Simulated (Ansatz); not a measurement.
```yaml
crystal:
  periodic: [false, false, false]
  atoms:
    - {symbol: O, position_ang: [1.870794, -0.936958, 0.515033]}
    - {symbol: C, position_ang: [0.708810, -0.540198, 0.467148]}
    - {symbol: C, position_ang: [-0.848177, -0.125943, 0.168037]}
    - {symbol: Se, position_ang: [-2.222434, 0.194010, -0.218561]}
    - {symbol: H, position_ang: [2.379478, -0.243115, -0.401694]}
    - {symbol: H, position_ang: [-2.548172, 1.456330, 0.027840]}
basis:
  gaussian: {orbitals: STO-3G}
hamiltonian: {xc: {name: HF}}
correlation: {active_space: {window: {electrons: 40, orbitals: 30}}}
accuracy: high
output: {forces: true}
```

```sh
$ ansatz run in.yaml --threads 2 --pin off --events-out ev --progress --plain --max-ram 4352MiB
```

Shortened log:

```
Functional definition: HF
560 factors; integrals over basis functions are off by at most 3.1e-8 eV
mean field evaluation 1: about -68647.3232 eV, gradient 2.1e1 eV
mean field evaluation 2: about -68647.4319 eV, gradient 2.1e1 eV
mean field evaluation 4: about -68649.4418 eV, gradient 4.9e0 eV
mean field evaluation 8: about -68649.9442 eV, gradient 1.7e-1 eV
mean field -68649.94051689 eV, -2522.8387813946 hartree, gradient 7.7e-8 eV, S^2 0.000000; 1 other end points of the search recorded, 0 dependent functions left out
reference -68649.94051689 eV, -2522.8387813946 hartree; 28, 28 occupied and 7, 7 virtual orbitals, 560 factors
Error: 40 electrons in 30 orbitals form no window around the highest filled level of the reference
```

(1) Something in this input is off. What?

## Answers

(1) The active space doesn't fit the electrons. The run stopped with an error.
